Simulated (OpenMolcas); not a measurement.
## SiF4 (silicon tetrafluoride): methods side by side

SiF4 has 5 atoms, charge 0, and is taken as a singlet. As SMILES, `F[Si](F)(F)F`. Geometry: relaxed at PBE0-D4/def2-TZVP.

Each level gives the HOMO–LUMO gap (eV). The values are calculated.

| level | kind | program | value (eV) |
| --- | --- | --- | --- |
| HF/6-311+G** | Hartree–Fock | OpenMolcas | 20.15 |
| SVWN5/6-311+G** | LDA | OpenMolcas | 9.53 |
| BLYP/6-311+G** | GGA | OpenMolcas | 9.32 |
| M06-L/6-311+G** | meta-GGA | OpenMolcas | 10.34 |
| TPSS/6-311+G** | meta-GGA | OpenMolcas | 9.75 |
| BHLYP/6-311+G** | global hybrid | OpenMolcas | 15.09 |
| M06-2X/6-311+G** | hybrid meta-GGA | OpenMolcas | 14.86 |
| PBE0/6-311+G** | global hybrid | OpenMolcas | 12.43 |

The values span 9.32 to 20.15 eV. Orbital gaps aren't excitation energies; they tend to grow with the share of exact exchange.
